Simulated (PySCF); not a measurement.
C₂H₇S, SMILES C[SH+]C, charge +1.

Geometry: B3LYP-D3(BJ)/def2-SVP. The isomer is the one that the SMILES or the coordinates give; other isomers of the formula were not compared.

Calculation: r2SCAN/def2-TZVPD (PySCF).

Symmetry labels are those of the subgroup Cs that the program uses (full group Cs).

Computed valence orbital energies around the gap with their symmetry:
| orbital | symmetry | energy (eV) |
|---|---|---|
| HOMO−7 | A' | -22.45 |
| HOMO−6 | A' | -18.38 |
| HOMO−5 | A' | -17.25 |
| HOMO−4 | A" | -17.04 |
| HOMO−3 | A" | -16.24 |
| HOMO−2 | A' | -15.77 |
| HOMO−1 | A" | -15.50 |
| HOMO | A' | -14.03 |
| LUMO | A' | -6.37 |
| LUMO+1 | A" | -6.18 |
| LUMO+2 | A' | -5.06 |
| LUMO+3 | A' | -3.53 |
